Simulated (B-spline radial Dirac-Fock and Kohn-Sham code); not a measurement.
Z = 51 (antimony), transition energy 50.6 keV. These are calculated numbers from a B-spline atomic structure program; the model is a Dirac-Hartree-Slater potential of the neutral atom with a Latter tail (no hole, which puts coefficients of high multipoles low close above an edge), finite nucleus with surface currents. Subshells that would emit electrons below 1 keV are left out.

Q: A pure transition shows α(K) = 4060, L1/L2 = 4.87 and L1/L3 = 0.312. What is its multipolarity?
A. E2
B. M3
C. M4
D. M2
E. E4
F. E1
G. M1
H. E3

A: C. For comparison, α(K), L1/L2, L1/L3 are E1 1.07, 4.75, 3.16; E2 8.34, 0.208, 0.154; E3 46.8, 0.0145, 0.0113; E4 249, 0.00528, 0.00424; M1 3.84, 12.9, 50.8; M2 64.6, 9.32, 3.75; M3 553, 6.49, 0.730.
